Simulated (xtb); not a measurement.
COS, triplet, from a rough starting geometry (a higher spin typed on purpose: for a closed-shell molecule this is an excited state); xtb with GFN2-xTB.

Input for xtb:
```
$ xtb mol.xyz --gfn 2 --uhf 2 --opt vtight --json

# file mol.xyz
3

O     -1.30267681     0.08229688    -0.03342177
C     -0.14946228     0.04173824    -0.01282402
S      1.38389714    -0.06862042    -0.00394341
```

Question: What does xtb print? Leave out banner, timings and long lists.

Answer: 
```
   ID    Z sym.   atoms
    1    8 O      1
    2    6 C      2
    3   16 S      3

           -------------------------------------------------
          |                Calculation Setup                |
           -------------------------------------------------

           -------------------------------------------------
          |                 G F N 2 - x T B                 |
           -------------------------------------------------

          ...................................................
          :                      SETUP                      :
          :.................................................:
          :  # basis functions                  18          :
          :  # atomic orbitals                  17          :
          :  # shells                            7          :
          :  # electrons                        16          :
          :  max. iterations                   250          :
          :  Hamiltonian                  GFN2-xTB          :
          :  restarted?                      false          :
          :  GBSA solvation                  false          :
          :  PC potential                    false          :
          :  electronic temp.          300.0000000     K    :
          :  accuracy                    1.0000000          :
          :  -> integral cutoff          0.2500000E+02      :
          :  -> integral neglect         0.1000000E-07      :
          :  -> SCF convergence          0.1000000E-05 Eh   :
          :  -> wf. convergence          0.1000000E-03 e    :
          :  Broyden damping             0.4000000          :
          :  net charge                          0          :
          :  unpaired electrons                  2          :
          ...................................................

 iter      E             dE          RMSdq      gap      omega  full diag
   1     -9.3771756 -0.937718E+01  0.504E+00    0.01       0.0  T
   2     -9.3779270 -0.751361E-03  0.286E+00    0.00       1.0  T
   3     -9.3776908  0.236181E-03  0.149E+00    0.01       1.0  T
   4     -9.3779461 -0.255267E-03  0.581E-01    0.00       1.0  T
   5     -9.3779836 -0.375878E-04  0.117E-01    0.00       1.0  T
   6     -9.3779846 -0.938240E-06  0.279E-02    0.00       2.1  T
   7     -9.3779846 -0.501773E-07  0.153E-02    0.00       3.8  T
   8     -9.3779847 -0.726612E-07  0.188E-03    0.00      30.6  T
   9     -9.3779847 -0.811734E-08  0.333E-04    0.00     173.5  T
  10     -9.3779847 -0.951239E-11  0.369E-05    0.00    1562.5  T

   *** convergence criteria satisfied after 10 iterations ***

 transition dipole moment (au) for excitation:           8           9
     X       Y       Z
  -1.5441   0.0848  -0.0176  total (au/Debye):    1.547   3.931
 dE (eV)             :    5.445
 oscillator strength :  0.45126E+00

         :::::::::::::::::::::::::::::::::::::::::::::::::::::
         ::                     SUMMARY                     ::
         :::::::::::::::::::::::::::::::::::::::::::::::::::::
         :: total energy              -9.272456141635 Eh    ::
         :: gradient norm              0.140868476415 Eh/a0 ::
         :: HOMO-LUMO gap              0.003602942781 eV    ::
         ::.................................................::
         :: SCC energy                -9.377984716654 Eh    ::
         :: -> isotropic ES            0.011958929633 Eh    ::
         :: -> anisotropic ES          0.000594801504 Eh    ::
         :: -> anisotropic XC         -0.000466414876 Eh    ::
         :: -> dispersion             -0.001203571030 Eh    ::
         :: repulsion energy           0.105528575019 Eh    ::
         :: add. restraining           0.000000000000 Eh    ::
         :: total charge              -0.000000000000 e     ::
         :::::::::::::::::::::::::::::::::::::::::::::::::::::

      -----------------------------------------------------------
     |                   =====================                   |
[...]
 * total energy  :    -9.2914670 Eh     change       -0.3978755E-02 Eh
 * total energy  :    -9.2992653 Eh     change       -0.7798335E-02 Eh
 * total energy  :    -9.2833313 Eh     change        0.1593405E-01 Eh
 * total energy  :    -9.3087963 Eh     change       -0.2546507E-01 Eh
 * total energy  :    -9.3110421 Eh     change       -0.2245782E-02 Eh
 * total energy  :    -9.3145797 Eh     change       -0.3537535E-02 Eh
 * total energy  :    -9.3152853 Eh     change       -0.7056510E-03 Eh
 * total energy  :    -9.3153728 Eh     change       -0.8744076E-04 Eh
 * total energy  :    -9.3154568 Eh     change       -0.8400367E-04 Eh
 * total energy  :    -9.3154660 Eh     change       -0.9206607E-05 Eh
 * total energy  :    -9.3154663 Eh     change       -0.3483692E-06 Eh
 * total energy  :    -9.3154664 Eh     change       -0.4336230E-07 Eh
   *** GEOMETRY OPTIMIZATION CONVERGED AFTER 20 ITERATIONS ***
         :: total energy              -9.315466359129 Eh    ::
[...]
         :: -> dispersion             -0.001204482213 Eh    ::
         :: repulsion energy           0.058810738581 Eh    ::
         :: add. restraining           0.000000000000 Eh    ::
         :: total charge               0.000000000000 e     ::
         :::::::::::::::::::::::::::::::::::::::::::::::::::::

           -------------------------------------------------
          |                Property Printout                |
           -------------------------------------------------

    * Orbital Energies and Occupations

         #    Occupation            Energy/Eh            Energy/eV
      -------------------------------------------------------------
         1        2.0000           -0.7698132             -20.9477
         2        2.0000           -0.7587909             -20.6478
         3        2.0000           -0.6335496             -17.2398
         4        2.0000           -0.5890740             -16.0295
         5        2.0000           -0.5884057             -16.0113
         6        2.0000           -0.5290970             -14.3975
         7        1.6320           -0.4415848             -12.0161
         8        1.3680           -0.4405575             -11.9882
         9        1.0000           -0.3511587              -9.5555 (HOMO)
        10                         -0.2856482              -7.7729 (LUMO)
        11                         -0.1726320              -4.6976
        12                         -0.0424480              -1.1551
        13                         -0.0421440              -1.1468
        14                         -0.0162174              -0.4413
        15                          0.0113770               0.3096
        16                          0.3627536               9.8710
        17                          0.6639831              18.0679
      -------------------------------------------------------------
                  HL-Gap            0.0655105 Eh            1.7826 eV
             Fermi-level           -0.3797373 Eh          -10.3332 eV

     #   Z          covCN         q      C6AA      α(0)
     1   8 O        0.871    -0.193    17.955     5.681
     2   6 C        1.829     0.155    27.399     8.457
     3  16 S        0.989     0.038   137.644    19.843

 Mol. C6AA /au·bohr⁶  :        445.695681
 Mol. C8AA /au·bohr⁸  :      16600.441356
 Mol. α(0) /au        :         33.981541

Wiberg/Mayer (AO) data.
largest (>0.10) Wiberg bond orders for each atom

 ---------------------------------------------------------------------------
     #   Z sym  total        # sym  WBO       # sym  WBO       # sym  WBO
 ---------------------------------------------------------------------------
     1   8 O    2.291 --     2 C    2.138     3 S    0.154
     2   6 C    3.353 --     1 O    2.138     3 S    1.216
     3  16 S    1.369 --     2 C    1.216     1 O    0.154
 ---------------------------------------------------------------------------

Topologies differ in total number of bonds
Writing topology from bond orders to xtbtopo.mol

molecular dipole:
                 x           y           z       tot (Debye)
 q only:        0.490       0.153       0.065
   full:        0.316       0.084       0.037       0.835
molecular quadrupole (traceless):
                xx          xy          yy          xz          yz          zz
 q only:       -0.822      -0.309       0.479      -0.166       0.026       0.343
  q+dip:       -2.213      -0.064       1.014      -0.142      -0.078       1.199
   full:       -2.668      -0.227       0.930      -0.227      -0.314       1.738

optimized geometry written to: xtbopt.xyz

           -------------------------------------------------
          | TOTAL ENERGY               -9.315466359129 Eh   |
          | GRADIENT NORM               0.000040766065 Eh/α |
          | HOMO-LUMO GAP               1.782630523007 eV   |
           -------------------------------------------------

normal termination of xtb
```
